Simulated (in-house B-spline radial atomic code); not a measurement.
The calcium ion Ca⁶⁺: [Ne] 3s2 3p2

All numbers are computed (non-relativistic Hartree-Fock with fractional occupations, spin-polarised, spherical fractional occupations; point nucleus) with an all-electron radial atomic-structure program (B-spline basis), not measured.

Screening seen three ways: the hydrogenic charge with the same mean radius, Z_r = [3n² - l(l+1)]/(2<r>), the one with the same energy, Z_e = n√(-2ε), and Slater's rules. Values are occupation-weighted means over spin.

| shell | electrons | ε (eV) | <r> (bohr) | Z_r | Z_e | Slater |
| --- | --- | --- | --- | --- | --- | --- |
| 1s | 2 | -4176.5 | 0.07727 | 19.41 | 17.52 | 19.70 |
| 2s | 2 | -564.1 | 0.3615 | 16.60 | 12.88 | 15.85 |
| 2p | 6 | -477.35 | 0.3253 | 15.37 | 11.85 | 15.85 |
| 3s | 2 | -145.54 | 1.056 | 12.78 | 9.81 | 10.15 |
| 3p | 2 | -120.17 | 1.1 | 11.36 | 8.92 | 10.15 |

The least bound orbital is 3p up at -120.2 eV, and it is also the most diffuse (<r> = 1.1 bohr).

The density falls to 0.001 bohr⁻³ at 2.396 bohr; Σ<r²> = 6.4234 bohr² gives, by the non-relativistic formula and without the paramagnetism of open shells, a Langevin diamagnetic susceptibility of -5.087×10⁻⁶ cm³/mol.

Caution: exact exchange at fractional occupations of open shells leaves self-interaction of up to several eV.
